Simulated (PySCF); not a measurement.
SMILES CC/C=C\F (GFN2-xTB optimised geometry):

```
12

C      1.464    -0.933     0.000
C     -0.064    -0.933     0.000
C     -0.603     0.461     0.000
C     -1.452     0.948     0.885
F     -1.939     0.210     1.901
H      1.840    -1.953    -0.014
H      1.847    -0.411    -0.874
H      1.843    -0.438     0.891
H     -0.421    -1.449    -0.897
H     -0.437    -1.471     0.872
H     -0.258     1.119    -0.783
H     -1.847     1.953     0.901
```

Computed with PySCF with PBE0/def2-TZVP.

Q: What are the frontier orbital energies and the dipole moment?

A: HOMO-2 -9.81 eV, HOMO-1 -9.74 eV, HOMO -7.24 eV, LUMO 0.55 eV, LUMO+1 1.40 eV; dipole moment 1.37 D.

On the same geometry PBE/def2-TZVP in PySCF gives HOMO-2 -8.31 eV, HOMO-1 -8.23 eV, HOMO -6.01 eV, LUMO -0.47 eV, LUMO+1 0.56 eV; dipole moment 1.25 D.

Meta-Löwdin charges at PBE0/def2-TZVP: C1 -0.34, C2 -0.20, C3 -0.17, C4 0.14, F5 -0.28, H6 0.12, H7 0.11, H8 0.12, H9 0.12, H10 0.12, H11 0.13, H12 0.13.
